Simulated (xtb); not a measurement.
TaF₄, SMILES [F][Ta+]([F])([F])[F], charge +1, multiplicity 1. All values are semi-empirical tight-binding results from xtb (GFN2-xTB unless named), good for trends rather than for accurate numbers. The structure is a stationary point at GFN2-xTB. The multiplicity is an assumed one; other spin states were not compared. The isomer is the one that the SMILES or the coordinates give; other isomers of the formula were not compared.

Optimised geometry:

```xyz
5

Ta     0.0000     0.0000     0.0000
F     -1.0262     1.0262    -1.0262
F      1.0262     1.0262     1.0262
F      1.0262    -1.0262    -1.0262
F     -1.0262    -1.0262     1.0262
```
Charge +1, spin multiplicity 1.

For metal compounds this method's bond lengths and energies can be far off.

Computed properties:
```yaml
point_group_as_xtb_finds_it: Td
orbital_gap: 6.29 eV
zero_point_energy: 4.1 kcal/mol
G − E(el) at 298.15 K (modified RRHO): -14.8 kcal/mol
```

Computed atomic charges and the Wiberg bond orders between heavy atoms:
charges (e) Ta1 1.88, F2 -0.22, F3 -0.22, F4 -0.22, F5 -0.22. Bond orders Ta1–F2 1.21, Ta1–F3 1.21, Ta1–F4 1.21, Ta1–F5 1.21.
